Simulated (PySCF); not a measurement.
# Core-level binding energies of `[SiH3][GeH3]`

GeH₆Si.
Z-matrix (Å and degrees, PBE0-D3(BJ)/def2-SVP geometry), rows numbered from 1:
```
Si
Ge  1  2.3829
H   1  1.4948  2  110.01
H   1  1.4947  2  110.21  3   120.02
H   1  1.4948  2  110.06  3  -119.92
H   2  1.5400  1  110.36  3    70.84
H   2  1.5399  1  110.54  3  -169.15
H   2  1.5399  1  110.46  3   -49.07
```

Computed with delta-SCF UKS SCAN, pcX-2 on the ionised atom, pcseg-1 elsewhere, spin-free X2C in PySCF. Each binding energy is the total energy of the core-ionised species, with the hole localised on one atom, minus that of the ground state; both are solved self-consistently, so orbital relaxation is included.

**Question.** What binding energy does each computed site have?

**Answer.** 
```json
{"atom(s)": "Si1", "bonded to": "3 H and Ge", "level": "Si 2p3/2", "binding energy (eV)": "106.74", "2p1/2 (eV)": "107.37", "count": "1"}
{"atom(s)": "Si1", "bonded to": "3 H and Ge", "level": "Si 1s", "binding energy (eV)": "1846.43", "2p1/2 (eV)": "–", "count": "1"}
```

**Question.** Which photon energy gives electrons from Si 2p3/2 of Si1 a kinetic energy of 150 eV, and what is their de Broglie wavelength?

**Answer.** hν = 106.74 + 150 = 256.74 eV, recoil neglected; λ = 12.264 Å/√(E/eV) = 1.00 Å.

For 2p shells one spin-free hole was relaxed; a mean-field spin–orbit operator and the ground-state splitting of the three 2p orbitals were then diagonalised within the shell. The shell's mean is (2 × 2p3/2 + 2p1/2)/3, and the degeneracies 2j + 1 give areas of 2:1. 2p1/2 minus 2p3/2 (ligand field included): Si 0.62 eV. No level of germanium is listed. Geometry: PBE0-D3(BJ)/def2-SVP; no solvent, vibrations or thermal averaging.

Hardware: Arm Neoverse N1, one thread (shared host). Cost: 9.0 s of wall time.
